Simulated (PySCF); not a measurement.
Energy of Re²⁺ (rhenium, charge +2) between two integer charges

The 5d alpha orbital of [Xe] 4f14 5d5 is emptied in steps (occupation f), with all orbitals relaxed, ending at [Xe] 4f14 5d4. Computed with PySCF 2.14 in def2-TZVP with the def2 core potential (60 electrons), with scalar relativity through the core potential. The exact energy is a straight line in f; departures are measured from the line between the end points of the same method.

Problem. Among PBE0, r2SCAN, LC-wPBE, which shows the largest delocalisation error (convex curve), and which is closest to linear?

Solution. Most convex: r2SCAN (-1.291 eV at f = 0.4); closest to linear: LC-wPBE (-0.288 eV).

```json
{"f": "1", "PBE0 (eV)": "0.000", "r2SCAN (eV)": "0.000", "LC-wPBE (eV)": "0.000"}
{"f": "0.8", "PBE0 (eV)": "-0.654", "r2SCAN (eV)": "-0.858", "LC-wPBE (eV)": "-0.191"}
{"f": "0.6", "PBE0 (eV)": "-0.984", "r2SCAN (eV)": "-1.290", "LC-wPBE (eV)": "-0.287"}
{"f": "0.4", "PBE0 (eV)": "-0.986", "r2SCAN (eV)": "-1.291", "LC-wPBE (eV)": "-0.288"}
{"f": "0.2", "PBE0 (eV)": "-0.659", "r2SCAN (eV)": "-0.862", "LC-wPBE (eV)": "-0.192"}
{"f": "0", "PBE0 (eV)": "0.000", "r2SCAN (eV)": "0.000", "LC-wPBE (eV)": "0.000"}
```

```
 method  E(f=0) − E(f=1) (eV)  −ε at f=1 (eV)  −ε at f=0.4 (eV)
   PBE0                28.288          24.211            29.101
 r2SCAN                28.332          22.976            29.400
LC-wPBE                28.110          26.926            28.347
```

Reference removal energy between the ground levels: 27 ± 1.6 eV (theoretical estimate listed by NIST; NIST Atomic Spectra Database, ionization energies). The calculation has no spin-orbit coupling. The determinant left behind need not be the lowest term of the ion.
